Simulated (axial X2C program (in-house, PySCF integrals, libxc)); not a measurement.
## One splitting, several methods: ²Π3/2 − ²Π1/2

Computed with an in-house all-electron X2C program for linear molecules (integrals from PySCF): two-component X2C with atomic mean-field Coulomb and Gaunt terms, Dyall basis sets with cores contracted in-house. Vertical splittings E(Ω = 3/2) − E(Ω = 1/2) of the lowest ²Π state.

Correlated electrons in EOM-CCSD (inner shells frozen, about 90 virtual spinors): SeI⁻ 14.

```csv
molecule,method,R (Å),splitting (cm⁻¹)
SeI,"PBE0 determinants, 2c, cv3z/cv3z",2.490,-2571
```

The other methods give:

| molecule | method | R (Å) | splitting (cm⁻¹) |
| --- | --- | --- | --- |
| SeI | EOM-IP-CCSD from SeI⁻, 2c, acv3z/acv3z | 2.557 | -2330 |

The distances differ by up to 0.07 Å between runs. Collinear functionals lack a current term; a negative value is an inverted multiplet.

Task: By what ratio do the methods differ, for splittings above 30 cm⁻¹?

Result: SeI: EOM-IP-CCSD over PBE0 0.91.
